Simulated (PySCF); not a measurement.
C₄H₁₂BN.
SMILES: `[BH3-][N+]1(C)CCC1`

The closed-shell ground state was solved at several levels (PySCF, density fitting, gas phase, non-relativistic). Isolated species at its GFN2-xTB geometry (one conformer only).

```tsv
level	basis functions	HOMO (eV)	LUMO (eV)	gap (eV)	dipole (D)
B3LYP/pcJ-1	282	-7.45	0.67	8.12	5.35
PBE0/pcSseg-1	162	-7.62	0.96	8.58	5.38
```

**Question.** Estimate the row for CAM-B3LYP/def2-SVPD, a basis of 216 functions; the other rows only guide the guess.

**Answer.** HOMO -9.13 eV, LUMO 1.08 eV, gap 10.21 eV, dipole 5.20 D.

**Question.** Over all these levels, which gives the widest orbital gap and which the narrowest?

**Answer.** CAM-B3LYP/def2-SVPD (range-separated hybrid) has the widest, 10.21 eV, and B3LYP/pcJ-1 (global hybrid, 20 % exact exchange) the narrowest, 8.12 eV. Functional and basis both differ between the two, so the spread mixes both effects.

**Question.** How far do the dipole and the HOMO energy spread over the levels?

**Answer.** The dipole runs from 5.20 to 5.38 D (mean 5.31 D) and the HOMO from -9.13 to -7.45 eV.
